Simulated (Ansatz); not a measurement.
Species: CH₇Si₂, net charge 0, doublet state. It need not be the lowest isomer of its formula. 
Structure (B3LYP-D3(BJ)/def2-TZVP (Ansatz, a program for electronic structure) minimum search):
```xyz
10

C     -2.0517    -0.2524     0.1886
Si    -0.4879     0.7121    -0.2432
Si     1.4933    -0.4883     0.0474
H     -2.0820    -0.4757     1.2587
H     -2.9448     0.3228    -0.0606
H     -2.0900    -1.1966    -0.3563
H     -0.4643     2.0140     0.4801
H      2.6492     0.3457    -0.3618
H      1.7089    -0.9257     1.4534
H      1.4571    -1.7036    -0.8036
```
Charge 0, spin multiplicity 2.

Dipole moments at this geometry, in debye (magnitudes).

| level | program | dipole (D) |
|---|---|---|
| SVWN5/def2-TZVPD | Ansatz | 1.06 |
| revPBE/def2-TZVPD | Ansatz | 1.05 |
| PBE0/def2-TZVPD | Ansatz | 1.01 |
| BHLYP/def2-TZVPD | Ansatz | ___ |
| r2SCAN0/def2-TZVPD | Ansatz | 1.00 |
| HSE06/def2-TZVPD | Ansatz | 1.01 |
| CAM-B3LYP/def2-TZVPD | Ansatz | 0.94 |
| LC-wPBE/def2-TZVPD | Ansatz | 0.96 |
| wB97M-V/def2-TZVPD | Ansatz | 0.98 |
| CCSD(T)/aug-cc-pV(D+d)Z | Ansatz | ___ |

### Question
Some entries are withheld; supply them.

### Answer

- BHLYP/def2-TZVPD, dipole (D): 0.93
- CCSD(T)/aug-cc-pV(D+d)Z, dipole (D): 0.94
